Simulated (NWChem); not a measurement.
System: 1,1,1-trifluoroethane (C2H3F3); SMILES CC(F)(F)F

Here is an NWChem input.

```
start job
memory heap 200 mb stack 700 mb global 900 mb
geometry units angstroms noautosym nocenter noautoz
  C      0.000000     0.000000    -1.477291
  C      0.000000     0.000000     0.029437
  F     -0.887907    -0.889998     0.525909
  F     -0.326807     1.213949     0.525909
  F      1.214714    -0.323951     0.525909
  H      0.268358    -0.993676    -1.843313
  H      0.726369     0.729243    -1.843313
  H     -0.994728     0.264433    -1.843313
end
basis spherical
  * library def2-svp
end
dft
  xc m06-2x
  iterations 150
end
cosmo
  do_cosmo_smd true
  solvent water
end
task dft energy
```

All runs use the structure optimised with B3LYP/6-31G* (spherical d). Solvent: water.

Level: M06-2X/def2-SVP with SMD (1 M gas to 1 M solution), gas-phase geometry.

Q: What results follow from this input? (M06-2X/def2-SVP, SMD on the gas-phase geometry.) Quantities: solvation free energy (kcal/mol); cavity-dispersion-structure term (kcal/mol); dipole in solution (D).

A: The solvation free energy (kcal/mol) is 0.0. The cavity-dispersion-structure term (kcal/mol) is 3.8 and the dipole in solution (D) comes out as 2.78.
